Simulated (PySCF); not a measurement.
C3H5BF2O, SMILES CB(O)/C(F)=C\F.

Geometry: PBE0-D3(BJ)/def2-SVP. The structure was generated by enumeration; whether it is a known compound was not checked. The values are those of a single conformer.

Two levels are set side by side: TDA-PBE/def2-SVPD (PySCF) and TDA-ωB97X/def2-SVPD (PySCF). Vertical, same geometry. The lowest singlet is HOMO→LUMO+1 99 % with PBE and HOMO→LUMO 94 % with the other functional; states are paired by order. Differences are taken from unrounded values.

| quantity | TDA-ωB97X | TDA-PBE | TDA-PBE minus TDA-ωB97X |
|---|---|---|---|
| lowest singlet excitation (eV) | 6.50 | 5.60 | -0.90 |
| lowest triplet excitation (TDA) (eV) | 3.69 | 3.49 | -0.20 |
| first bright state (f over 0.05) (eV) | 6.50 | 5.67 | -0.83 |
| its oscillator strength | 0.40 | 0.27 | -0.13 |

A lower first singlet is the usual sign of a functional without exact exchange. Differences between two approximate levels are no errors against the true value.

Rough cost on one machine, each run with all the roots and properties that it gave: TDA-ωB97X against TDA-PBE about 4 times.
